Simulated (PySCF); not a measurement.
# How the method changes the shape and vibrations of BFH3Si

Calculated results; nothing here was measured. They come from PySCF 2.14.0, an open-source quantum chemistry program, on an isolated molecule that a program drew, which may never have been made. The molecule is BFH3Si (charge 0, doublet), drawn as the SMILES string `FB[SiH2]`.

The geometry was optimised and harmonic frequencies were computed with HF and MP2, all in the cc-pV(D+d)Z basis, for the commonest isotopes, with a restricted reference for singlets and an unrestricted one otherwise, and a frozen core in MP2. Each result is a local minimum of its method.

Geometry at the HF minimum:
```xyz
6
BFH3Si, angstrom
F    -1.7175    0.3326   -0.4332
B    -1.0882    0.9434   -1.4356
Si    0.6997    1.8069   -1.1243
H    -1.6616    1.0075   -2.4878
H     1.5247    1.3510    0.0149
H     1.5209    2.0750   -2.3245
```

Lengths of the bonds as drawn, in Å (atoms numbered as above):
| bond | HF | MP2 |
|---|---|---|
| F1-B2 | 1.332 | 1.349 |
| B2-Si3 | 2.010 | 1.976 |
| B2-H4 | 1.200 | 1.208 |
| Si3-H5 | 1.479 | 1.477 |
| Si3-H6 | 1.479 | 1.477 |

Rotational constants, in GHz:
| constant | HF | MP2 |
|---|---|---|
| A | 42.7 | 44.05 |
| B | 4.62 | 4.63 |
| C | 4.195 | 4.19 |

Harmonic frequencies in cm^-1, each column in rising order, so a row needn't be the same motion in every method:
```
rank    HF   MP2
   1   235   152
   2   256   246
   3   381   299
   4   558     ?
   5   715   706
   6   826   781
   7  1004   952
   8  1150  1099
   9  1319  1283
  10  2321  2311
  11  2333  2336
  12  2722  2665
```

**Estimate the missing MP2 frequency from the HF column.**

A single factor s that minimises the squared misfit of MP2 against s times HF over the other rows is sum(HF x MP2) / sum(HF^2) = 0.9821, with an rms misfit of 41 cm^-1. For rank 4 it gives 0.9821 x 558 = 548 cm^-1. The calculation gives 530 cm^-1, 18 cm^-1 below the estimate. The drawn bonds are on average as long in MP2 as in HF.
